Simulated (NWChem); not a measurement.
Molecule: C₂H₃BFN; SMILES C#CB(N)F

```xyz
8

C      0.0359     2.2894     0.0000
C      0.0443     1.0734     0.0000
B      0.0389    -0.4683     0.0000
N     -1.1528    -1.1919     0.0000
F      1.2026    -1.1305     0.0000
H      0.0375     3.3648     0.0000
H     -2.0603    -0.7490     0.0000
H     -1.1696    -2.2035     0.0000
```
Atoms are numbered in this order, from 1.

Program: NWChem. All runs use the structure optimised with PBE0/def2-SVP. GIAO values for the isolated, static molecule; σ is the absolute isotropic shielding, δ = σ(reference) − σ with the isolated reference molecule computed at the same levels (11B: boron trifluoride, 13C: tetramethylsilane, 19F: trichlorofluoromethane, 1H: tetramethylsilane, 15N: ammonia).

For level PBE0/pcSseg-1:

- δ C1 (ppm): 95.4
- δ C2 (ppm): 86.4
- δ N4 (ppm): 88.2
- δ F5 (ppm): -106.3
- δ H6 (ppm): 2.22
- δ H7 (ppm): 3.19

Problem. What are these values for level LDA (Slater exchange, VWN5)/pcSseg-1?

Solution. The δ C1 (ppm) is 98.1 and the δ C2 (ppm) is 92.4. The δ N4 (ppm) comes out as 103.2 and the δ F5 (ppm) is -119.9. The δ H6 (ppm) comes out as 2.01 and the δ H7 (ppm) comes out as 3.32.
